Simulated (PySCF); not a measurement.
Record of a relaxation.

Compound: C₂H₈N₂Si.
Atom-mapped SMILES: `[CH3:1]/[CH:2]=[N:3]/[SiH2:4][NH2:5]` (hydrogens: H6, H7, H8 on C1; H9 on C2; H10, H11 on Si4; H12, H13 on N5)

Method: PBE0-D3(BJ)/def2-SVP geometry optimisation, gas phase (PySCF); density fitting, grid level 1; the optimiser is geomeTRIC in internal coordinates, started from a GFN2-xTB structure with every atom displaced at random (about 0.01 Å). The frame can shift and turn from step to step; on so coarse a grid that alone can change the energy by a few meV, and forces under 0.02 eV/Å are noise.

Step 0: E = -13046.9446 eV, largest atomic force 2.351 eV/Å
```
atom  x, y, z in Å  |  force x, y, z in eV/Å
C1      2.459    0.146   -0.084   -1.690   1.630  -0.114
C2      1.117   -0.469    0.202    0.200   0.385  -0.280
N3      0.043   -0.081   -0.343    2.290   0.202   0.112
Si4    -1.568   -0.522   -0.247   -2.108   0.417   0.487
N5     -2.567    0.839    0.171    0.028   0.365   0.393
H6      3.117   -0.568   -0.500    1.152  -1.199  -0.548
H7      2.887    0.548    0.834    0.276  -0.002   0.373
H8      2.332    0.990   -0.803    0.053  -0.456   0.312
H9      1.165   -1.290    0.945   -0.175  -0.231   0.119
H10    -1.936   -0.892   -1.606   -0.194  -0.380  -0.612
H11    -1.964   -1.548    0.756    0.205  -0.308   0.129
H12    -2.494    1.194    1.132   -0.088  -0.226  -0.454
H13    -2.585    1.636   -0.466    0.053  -0.198   0.083
```

Step 1: E = -13047.1412 eV, largest atomic force 0.256 eV/Å
```
atom  x, y, z in Å  |  force x, y, z in eV/Å
C1      2.492    0.121   -0.056    0.113  -0.015  -0.193
C2      1.124   -0.435    0.176    0.026  -0.105   0.114
N3      0.090    0.014   -0.390   -0.036   0.210  -0.143
Si4    -1.589   -0.454   -0.255   -0.104   0.032   0.024
N5     -2.649    0.848    0.173    0.145   0.046  -0.035
H6      3.167   -0.653   -0.475   -0.126   0.098   0.147
H7      2.936    0.464    0.892    0.042  -0.066   0.058
H8      2.444    0.967   -0.754   -0.034  -0.015  -0.012
H9      1.091   -1.284    0.902   -0.030  -0.005  -0.022
H10    -1.989   -0.915   -1.613    0.009  -0.032  -0.026
H11    -1.794   -1.530    0.766    0.028  -0.050   0.059
H12    -2.586    1.222    1.114   -0.028  -0.037   0.003
H13    -2.731    1.617   -0.487   -0.006  -0.061   0.024
```

Step 2: E = -13047.1509 eV, largest atomic force 0.342 eV/Å
```
atom  x, y, z in Å  |  force x, y, z in eV/Å
C1      2.499    0.115   -0.053   -0.056   0.101  -0.105
C2      1.112   -0.401    0.156   -0.047  -0.250   0.179
N3      0.084    0.054   -0.417    0.146   0.257  -0.173
Si4    -1.583   -0.446   -0.260   -0.092  -0.044   0.044
N5     -2.653    0.838    0.181    0.070   0.028  -0.011
H6      3.150   -0.683   -0.450   -0.029   0.001   0.033
H7      2.938    0.437    0.906   -0.004  -0.024   0.005
H8      2.489    0.959   -0.756    0.008  -0.002   0.000
H9      1.052   -1.251    0.878    0.010  -0.016   0.018
H10    -1.990   -0.929   -1.610   -0.002  -0.010   0.004
H11    -1.743   -1.523    0.775    0.035  -0.001   0.005
H12    -2.588    1.212    1.122   -0.024  -0.029  -0.002
H13    -2.762    1.601   -0.480   -0.015  -0.009   0.002
```

Step 3: E = -13047.1485 eV, largest atomic force 0.441 eV/Å
```
atom  x, y, z in Å  |  force x, y, z in eV/Å
C1      2.478    0.108   -0.055   -0.059  -0.009   0.437
C2      1.083   -0.381    0.157    0.091   0.196  -0.242
N3      0.100    0.127   -0.455   -0.032  -0.071   0.021
Si4    -1.550   -0.424   -0.275   -0.084  -0.207   0.073
N5     -2.633    0.830    0.188   -0.103  -0.012   0.036
H6      3.092   -0.719   -0.419    0.257  -0.218  -0.203
H7      2.924    0.404    0.912   -0.003   0.089  -0.090
H8      2.493    0.943   -0.769   -0.003  -0.032   0.054
H9      0.975   -1.233    0.872    0.030   0.051  -0.001
H10    -1.958   -0.945   -1.613   -0.037   0.037   0.053
H11    -1.627   -1.502    0.780    0.002   0.085  -0.096
H12    -2.581    1.191    1.134   -0.016   0.000  -0.005
H13    -2.790    1.584   -0.469   -0.042   0.091  -0.037
```

Step 4: E = -13047.1619 eV, largest atomic force 0.140 eV/Å
```
atom  x, y, z in Å  |  force x, y, z in eV/Å
C1      2.496    0.103   -0.050   -0.055  -0.007   0.070
C2      1.095   -0.380    0.140   -0.039  -0.020   0.023
N3      0.096    0.114   -0.458    0.124   0.053  -0.036
Si4    -1.561   -0.426   -0.269   -0.060  -0.062   0.028
N5     -2.652    0.830    0.188    0.005  -0.004  -0.015
H6      3.126   -0.720   -0.421    0.053  -0.042  -0.055
H7      2.931    0.408    0.918   -0.017   0.028  -0.021
H8      2.520    0.941   -0.758    0.016   0.011  -0.001
H9      0.994   -1.226    0.862    0.009   0.000   0.003
H10    -1.982   -0.941   -1.604   -0.014   0.013   0.009
H11    -1.645   -1.499    0.781    0.008   0.022  -0.013
H12    -2.600    1.197    1.132   -0.013  -0.002   0.004
H13    -2.812    1.584   -0.471   -0.017   0.011   0.004
```

Step 5: E = -13047.1632 eV, largest atomic force 0.076 eV/Å
```
atom  x, y, z in Å  |  force x, y, z in eV/Å
C1      2.500    0.096   -0.048   -0.020  -0.009   0.023
C2      1.094   -0.375    0.139   -0.019  -0.025   0.016
N3      0.101    0.125   -0.465    0.066   0.028  -0.025
Si4    -1.557   -0.420   -0.271   -0.041  -0.020   0.015
N5     -2.656    0.826    0.189    0.016  -0.002  -0.008
H6      3.128   -0.731   -0.417    0.010  -0.007  -0.020
H7      2.932    0.405    0.918   -0.007   0.016  -0.006
H8      2.531    0.932   -0.759    0.010   0.007  -0.002
H9      0.986   -1.219    0.862    0.004  -0.003   0.004
H10    -1.983   -0.937   -1.603   -0.002   0.009   0.000
H11    -1.629   -1.492    0.779    0.005   0.007  -0.001
H12    -2.611    1.191    1.135   -0.009  -0.002   0.001
H13    -2.830    1.580   -0.468   -0.012   0.001   0.004
```

Step 6: E = -13047.1637 eV, largest atomic force 0.021 eV/Å
```
atom  x, y, z in Å  |  force x, y, z in eV/Å
C1      2.502    0.091   -0.045    0.008  -0.009  -0.008
C2      1.093   -0.373    0.135   -0.001   0.009   0.005
N3      0.107    0.133   -0.475    0.000  -0.007   0.003
Si4    -1.552   -0.415   -0.274   -0.011   0.002  -0.004
N5     -2.658    0.825    0.190    0.020   0.002   0.001
H6      3.131   -0.738   -0.412   -0.005   0.007   0.004
H7      2.930    0.404    0.921   -0.003   0.001   0.002
H8      2.541    0.925   -0.758    0.000   0.000   0.000
H9      0.976   -1.215    0.860    0.000  -0.002  -0.002
H10    -1.984   -0.933   -1.603    0.002   0.004  -0.004
H11    -1.610   -1.484    0.779    0.000   0.000   0.002
H12    -2.620    1.186    1.137   -0.004  -0.002   0.000
H13    -2.849    1.576   -0.465   -0.006  -0.004   0.001
```

Step 7: E = -13047.1637 eV, largest atomic force under 0.02 eV/Å
```
atom  x, y, z in Å  |  force x, y, z in eV/Å
C1      2.502    0.090   -0.045    0.005  -0.001  -0.004
C2      1.093   -0.372    0.136    0.001   0.004  -0.002
N3      0.107    0.134   -0.475   -0.005  -0.009   0.002
Si4    -1.552   -0.414   -0.275   -0.004   0.004   0.000
N5     -2.658    0.824    0.190    0.014   0.005   0.001
H6      3.131   -0.740   -0.410   -0.004   0.004   0.004
H7      2.931    0.406    0.921    0.001   0.000   0.002
H8      2.542    0.923   -0.760   -0.001   0.000   0.001
H9      0.976   -1.213    0.863   -0.001  -0.002  -0.002
H10    -1.983   -0.930   -1.606    0.003   0.003  -0.002
H11    -1.610   -1.485    0.777    0.000  -0.002   0.000
H12    -2.622    1.184    1.138   -0.003  -0.002  -0.001
H13    -2.851    1.576   -0.463   -0.005  -0.004   0.000
```

**Question.** Summarise the path.

**Answer.** The energy falls by 21.14 kJ/mol from step 0 to step 7; nine tenths of that is first reached at step 2. It rises by more than 0.2 meV at step 3. The largest force goes from 2.351 to under 0.02 eV/Å. Among the bonds N3–Si4 changes most, from 1.674 to 1.759 Å; the atoms move by 0.195 Å rms after alignment.

What follows is the cost of the whole optimisation. On an Arm Neoverse V2 with one thread, no GPU, on a shared host, this took 36 s wall and 0.46 GiB of memory at its peak.
